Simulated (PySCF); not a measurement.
A small calculation by hand: chemical shift, span and skew from a shielding tensor

Al(H)(NHMe)2 (C2H9AlN2), SMILES C[NH][AlH][NH]C. Atoms are numbered in the order given.

```xyz
14

Al     0.8074     0.0399     0.0000
H      2.3188     0.5023     0.0000
N     -0.5009     1.2562     0.0000
C     -0.3654     2.7033     0.0000
H     -1.4788     0.9710     0.0000
H     -0.8213     3.1752     0.8918
H     -0.8213     3.1752    -0.8918
H      0.7015     2.9791     0.0000
N      0.4213    -1.7046     0.0000
C     -0.8597    -2.3880     0.0000
H      1.1990    -2.3636     0.0000
H     -1.0027    -3.0285     0.8917
H     -1.0027    -3.0285    -0.8917
H     -1.6810    -1.6536     0.0000
```
Charge 0, spin multiplicity 1.

The structure is a stationary point at TPSSh-D3(BJ)/def2-SVP. The structure was generated by enumeration; whether it is a known compound was not checked. One conformer was computed; it need not be the lowest.

GIAO shieldings from PBE/pcSseg-1 (PySCF), non-relativistic, no solvent. The symmetric part of the tensor of N3 has the principal values 171.7, 226.7, 249.2 ppm. The same nucleus in NH3 has σ = 267.0 ppm at this level (PySCF, at its B3LYP-D3(BJ)/def2-TZVP geometry).

Q: Work out the isotropic shielding, the ¹⁵N shift against NH3, the span and the skew.

A: 
σ(iso) = (σ11 + σ22 + σ33)/3 = 215.9 ppm. δ = σ(ref) − σ(iso) = 267.0 − (215.9) = 51.1 ppm.
Span Ω = σ33 − σ11 = 77.5 ppm. Skew κ = 3(σ(iso) − σ22)/Ω = -0.42. Tumbling in solution averages the tensor to δ; in a static solid the shielding alone would spread this spin-1/2 line over Ω.
